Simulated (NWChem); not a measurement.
System meant: C4H3NO; SMILES O=C1C=CN=C1

The following NWChem deck was run.

```
start job
memory heap 200 mb stack 900 mb global 1100 mb
geometry units angstroms noautoz
  O     -0.068817     2.013308     0.000000
  C      0.003187     0.813729     0.000000
  C      1.193022    -0.080240     0.000000
  C      0.696366    -1.325482     0.000000
  N     -0.749826    -1.383486     0.000000
  C     -1.162886    -0.179939     0.000000
  H      2.229468     0.249142     0.000000
  H      1.239529    -2.271879     0.000000
  H     -2.220557     0.102814     0.000000
end
basis spherical
  O library def2-svp
  C library def2-svp
  N library def2-svp
  H library def2-svp
end
dft
  odft
  mult 2
  xc xpbe96 cpbe96
  iterations 150
  mulliken
end
task dft energy
```

End of the output:

```
 Summary of "ao basis" -> "" (spherical)
 ------------------------------------------------------------------------------
       Tag                 Description            Shells   Functions and Types
 ---------------- ------------------------------  ------  ---------------------
 O                          def2-svp                 6       14   3s2p1d
 C                          def2-svp                 6       14   3s2p1d
 N                          def2-svp                 6       14   3s2p1d
 H                          def2-svp                 3        5   2s1p

  pbe96 is a nonlocal functional; adding pw91lda local functional.

                                 NWChem DFT Module
                                 -----------------

 Summary of "ao basis" -> "ao basis" (spherical)
 ------------------------------------------------------------------------------
       Tag                 Description            Shells   Functions and Types
 ---------------- ------------------------------  ------  ---------------------
 O                          def2-svp                 6       14   3s2p1d
 C                          def2-svp                 6       14   3s2p1d
 N                          def2-svp                 6       14   3s2p1d
 H                          def2-svp                 3        5   2s1p

      Symmetry analysis of basis
      --------------------------

        a'         72
        a"         27

  number of electrons :                   42
  multiplicity        :                    2
 ------------------------------------------------------------------------
  no. of electrons and multiplicity not compatible                  42
 ------------------------------------------------------------------------
 ------------------------------------------------------------------------
  current input line :
    27: task dft energy
 ------------------------------------------------------------------------
 ------------------------------------------------------------------------
 There is an error in the input file
 ------------------------------------------------------------------------
 For more information see the NWChem manual at https://nwchemgit.github.io

0: no. of electrons and multiplicity not compatible:Received an Error in Communication
```

**Question.** What is wrong, and how is it mended?

**Answer.** The input was rejected before any calculation. Cause: the multiplicity doesn't fit the number of electrons (an even count wants an odd multiplicity, and the reverse). This input runs:
```
start job
memory heap 200 mb stack 900 mb global 1100 mb
geometry units angstroms noautoz
  O     -0.068817     2.013308     0.000000
  C      0.003187     0.813729     0.000000
  C      1.193022    -0.080240     0.000000
  C      0.696366    -1.325482     0.000000
  N     -0.749826    -1.383486     0.000000
  C     -1.162886    -0.179939     0.000000
  H      2.229468     0.249142     0.000000
  H      1.239529    -2.271879     0.000000
  H     -2.220557     0.102814     0.000000
end
basis spherical
  O library def2-svp
  C library def2-svp
  N library def2-svp
  H library def2-svp
end
dft
  xc xpbe96 cpbe96
  iterations 150
  mulliken
end
task dft energy
```
It converges to -283.60175 Ha (PBE/def2-SVP).
